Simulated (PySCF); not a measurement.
Identify the unknown among the candidates.

All candidates are C8H12ClN.

- 1H NMR: chemical shifts (computed TMS as zero) by class: 4.53 (1 H), 2.73 (1 H), 2.53 (1 H), 2.41 (1 H), 2.27 (1 H), 2.08 (1 H), 1.97 (1 H), 1.77 (1 H), 1.71 (1 H), 1.60 (1 H), 1.57 (1 H), 1.45 (1 H) ppm [GIAO PBE0/pcSseg-1]
- NMR, other nuclei: isotropic shieldings of nuclei other than C and H, by class: -27 (1 N), 805 (1 Cl) ppm [GIAO PBE0/pcSseg-1]
- Dipole: 2.89 D [PBE0/pcSseg-1]
- 13C NMR: chemical shifts (computed TMS as zero) by class: 129.0 (1 C), 66.9 (1 C), 45.8 (1 C), 36.0 (1 C), 33.7 (1 C), 27.3 (1 C), 27.0 (1 C), 21.8 (1 C) ppm [GIAO PBE0/pcSseg-1]
- Rotational structure: rotational constants A, B, C: 2.168, 0.724, 0.632 GHz [GFN2-xTB]

The electronic properties come from PySCF, for the isolated species, density fitting. Levels stand in brackets. The structure is a single GFN2-xTB conformer in the gas phase; no vibrational or solvent corrections. NMR classes are plain means over equivalent atoms (diastereotopic ones count apart unless rotation or inversion swaps them), as if these changed places fast.

Task: Which candidate is it?
A. `CN(C)C1=CCCC=C1Cl`
B. `N#C[C@@H]1CCC[C@@H](Cl)CC1`
C. `C=C/C(=C/C=C\Cl)N(C)C`

Result: B. It is `N#C[C@@H]1CCC[C@@H](Cl)CC1`. Numbering: `[N:1]#[C:2][C@@H:3]1[CH2:4][CH2:5][CH2:6][C@@H:7]([Cl:8])[CH2:9][CH2:10]1`. Its formula, C8H12ClN, gives 3 degrees of unsaturation: 1 ring and 2 π bonds in the structure found. 8 carbons fall into 8 classes; from least to most shielded: nitrile carbon [C2] (129.0 ppm), sp3 C–Cl carbon [C7] (66.9 ppm), ring CH2 carbon [C6] (45.8 ppm), ring CH2 carbon [C4] (36.0 ppm), ring CH2 carbon [C9] (33.7 ppm), sp3 carbon next to a nitrile [C3] (27.3 ppm), ring CH2 carbon [C10] (27.0 ppm), ring CH2 carbon [C5] (21.8 ppm). Hydrogen classes from least to most shielded: 1 H on an sp3 C–Cl carbon, C7 (4.53 ppm), 1 H on a ring CH2 carbon, C10 (2.73 ppm), 1 H on an sp3 carbon next to a nitrile, C3 (2.53 ppm), 1 H on a ring CH2 carbon, C4 (2.41 ppm), 1 H on a ring CH2 carbon, C6 (2.27 ppm), 1 H on a ring CH2 carbon, C9 (2.08 ppm), 1 H on a ring CH2 carbon, C9 (1.97 ppm), 1 H on a ring CH2 carbon, C10 (1.77 ppm), 1 H on a ring CH2 carbon, C5 (1.71 ppm), 1 H on a ring CH2 carbon, C6 (1.60 ppm), 1 H on a ring CH2 carbon, C5 (1.57 ppm), 1 H on a ring CH2 carbon, C4 (1.45 ppm). The other shieldings belong to: -27 ppm, nitrile nitrogen [N1]; 805 ppm, alkyl chlorine [Cl8]. The optimised geometry has point group C1 and is an asymmetric top.

The others, at the same levels:
- `C=C/C(=C/C=C\Cl)N(C)C` fails: it has 7 carbon classes against 8; its computed 13C shifts are 155.1 (1 C), 146.8 (1 C), 133.8 (1 C), 125.9 (1 C), 124.1 (1 C), 111.0 (1 C), 44.4 (2 C) ppm, 1H shifts are 6.74 (1 H), 6.37 (1 H), 5.83 (1 H), 5.81 (1 H), 5.64 (1 H), 5.53 (1 H), 3.03 (6 H) ppm and rotational constant A is 2.057 GHz (against 2.168 GHz).
- `CN(C)C1=CCCC=C1Cl` fails: it has 7 carbon classes against 8; its computed 13C shifts are 152.6 (1 C), 141.4 (1 C), 133.8 (1 C), 109.9 (1 C), 43.3 (2 C), 28.0 (1 C), 25.8 (1 C) ppm, 1H shifts are 6.29 (1 H), 4.92 (1 H), 2.56 (6 H), 2.17 (2 H), 2.15 (2 H) ppm and rotational constant A is 1.396 GHz (against 2.168 GHz).

Each candidate is one conformer, not necessarily the lowest. The conformers computed, where there is a choice (atom-mapped SMILES and torsion angles):
- `[CH2:1]=[CH:2]/[C:3](=[CH:4]/[CH:5]=[CH:6]\[Cl:7])[N:8]([CH3:9])[CH3:10]`: C1–C2–C3–C4 150°, C3–C4–C5–C6 176°, C2–C3–N8–C9 149°
- `[CH3:1][N:2]([CH3:3])[C:4]1=[CH:5][CH2:6][CH2:7][CH:8]=[C:9]1[Cl:10]`: C1–N2–C4–C5 13°

The conformers of `N#C[C@@H]1CCC[C@@H](Cl)CC1` aren't listed.
